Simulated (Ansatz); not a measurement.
Relaxed structures of Si2H3ClF (charge +1), closed shell (PBE0-D4/def2-TZVP; forces vanish, vibrations not checked; lower isomers may exist, and structures with a doubtful reference or unclear bonds are left out; Å). Ansatz 0.2.0; basis: def2-TZVPP; cores frozen in the correlated methods.

Question: Rank them by CCSD(T) energy, lowest first, and give each one's height above the lowest. Links in brackets join atoms within 1.22 times the sum of their covalent radii (1.1 for two metals). (Judge from chemistry; the value comes from the calculation.)
A.
Si₂H₃ClF ([Cl][SiH]1[F][SiH2]1), total charge +1
```
7
angstrom
F 0.2264 -0.0318 -1.1880
Si -1.0891 0.2023 0.0974
Si 1.1286 -0.0340 0.3736
Cl -2.2815 -1.3728 0.0961
H -1.7197 1.4820 -0.2577
H 2.0267 1.1314 0.3499
H 1.7086 -1.3771 0.5287
```
B.
Si₂H₃ClF ([F][SiH]([SiH])[ClH]), total charge +1
```
7
angstrom
F -1.8096 -0.7804 0.9564
Si -0.8642 0.0303 -0.0088
Si -0.0988 -1.0933 -2.0144
Cl 0.8283 0.1551 1.6762
H -1.2265 1.4689 0.0145
H 1.7709 0.7329 1.0051
H 1.2619 -0.4980 -1.6607
```
C.
Si₂H₃ClF ([F][SiH]1[SiH2][Cl]1), total charge +1
```
7
angstrom
F -2.0223 -1.1072 0.1772
Si -1.1193 0.1610 0.0714
Si 1.1109 -0.0726 0.4032
Cl 0.2469 -0.0864 -1.6622
H -1.8655 1.4103 -0.1248
H 1.9827 1.1102 0.4961
H 1.6667 -1.4152 0.6391
```

Answer: Computed: C (0.0 kJ/mol), A (47.7 kJ/mol), B (212.7 kJ/mol). Heights count from the lowest.

No T1 diagnostic of these runs exceeds 0.014. The restricted Hartree–Fock reference is unstable towards an unrestricted one at one or more of these structures.

For scale, one of the runs: CCSD(T)/def2-TZVPP, 199 basis functions, launched by `ansatz run in.yaml --threads 2 --pin off --events-out ev --progress --plain --max-ram 4352MiB`. Time: 66 s of wall clock on 2 CPU threads of an Arm Neoverse V1; the host was shared. Peak host memory: 2.1 GiB.
